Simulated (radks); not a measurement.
Initial-state core-level shifts of the mercury ion Hg+ when its valence configuration changes from [Xe] 4f14 5d10 6s1. All-electron calculation, scalar-relativistic Kohn-Sham, PBEsol, spin-unpolarised, spherical densities, finite nucleus; Fermi nuclear charge, rms radius 5.4648 fm. Program: a radial shooting solver on a logarithmic mesh with Libxc functionals. Shifts are changes of the shell-averaged eigenvalues in eV (positive: less bound); the change of the density at the nucleus, which sets a Mossbauer isomer shift, is in e/bohr^3, on a base of 2.497e+06.

| valence | 2s | 2p | 3p | 3d | density at nucleus |
|---|---|---|---|---|---|
| 4f14 5d10 6s0.5 6p0.5 | -0.942 | -0.941 | -0.950 | -0.948 | -91.6 |
| 4f13 5d10 6s2 | -18.201 | -18.026 | -20.179 | -20.034 | +398.4 |
| 4f14 5d9 6s2 | -3.888 | -3.885 | -3.829 | -3.847 | +228.7 |
| 4f13.5 5d10 6s1.5 | -8.958 | -8.872 | -9.937 | -9.864 | +192.6 |
| 4f14 5d8 6s1 6p2 | -11.564 | -11.554 | -11.449 | -11.483 | +73.7 |
| 4f14 5d7 6s2 6p2 | -15.877 | -15.864 | -15.659 | -15.720 | +355.6 |
| 4f14 5d9.5 6s1 6p0.5 | -2.851 | -2.848 | -2.830 | -2.837 | +17.0 |
| 4f13.5 5d10 6s1 6p0.5 | -9.905 | -9.818 | -10.892 | -10.817 | +98.4 |
| 4f12 5d10 6s1 6p2 | -41.138 | -40.773 | -45.194 | -44.902 | +413.3 |
